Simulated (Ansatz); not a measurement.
The first iterations of a band of BF3 + ClH (6 atoms, charge 0, multiplicity 1).

All numbers below come from RKS LDA/cc-pVDZ (Ansatz 0.2.0).

```yaml
movable_images: 4
climbing_image: no
spring: 5.0 eV/Å²
optimiser: quadratic models (default)
start_path: through a guess of the saddle point
force_threshold: 0.05 eV/Å
iteration_limit: 60
end_points: relaxed
```

First end point:

```xyz
6
Properties=species:S:1:pos:R:3
B -0.001 0.175 0.013
F -0.001 0.461 1.317
F 1.141 0.167 -0.644
F -1.149 0.092 -0.628
Cl 0.086 -2.405 0.793
H 0.061 -1.605 1.831
```

Last end point:

```xyz
6
Properties=species:S:1:pos:R:3
B 0.016 -0.402 -0.096
F 0.010 0.112 1.623
F 1.146 0.134 -0.537
F -1.151 0.060 -0.522
Cl 0.076 -2.177 0.362
H 0.040 -0.842 1.852
```

| iteration | highest image above the first end (eV) | largest band force component (eV/Å) |
| --- | --- | --- |
| 1 | 1.393 | 4.308 |
| 2 | 0.892 | 2.708 |
| 3 | 0.513 | 2.552 |

Problem. Does the band converge within its limit, and where does its top end?

Solution. The forces met the threshold. It ended after 9 iterations with the highest image 0.444 eV above the first end. No image climbed, so the highest image needn't sit at the top of the path. The orbitals stay closed-shell, which can raise the energy where a bond breaks towards radicals; this wasn't checked here.

The run took 77 s on 1 thread of Arm Neoverse N1, with other jobs on the host, peak memory 0.14 GiB.
